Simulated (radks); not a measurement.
Task: Neutral lithium, configuration [He] 2s1. All-electron calculation, non-relativistic Kohn-Sham, PBE, spin-polarised, spherical densities, point nucleus; open shells are filled with parallel spins first. Program: a radial shooting solver on a logarithmic mesh with Libxc functionals. Some entries of the table are withheld. Estimate them.

| orbital | occ. | eigenvalue (eV) | r(max) (bohr) | <1/r> (bohr^-1) |
|---|---|---|---|---|
| 1s up | 1 | (1) | 0.3610 | 2.673 |
| 1s down | 1 | (2) | 0.3613 | 2.673 |
| 2s up | 1 | -3.2278 | 3.065 | 0.3625 |

Result: 
(1) 1s up eigenvalue (eV): -51.7368
(2) 1s down eigenvalue (eV): -51.5107
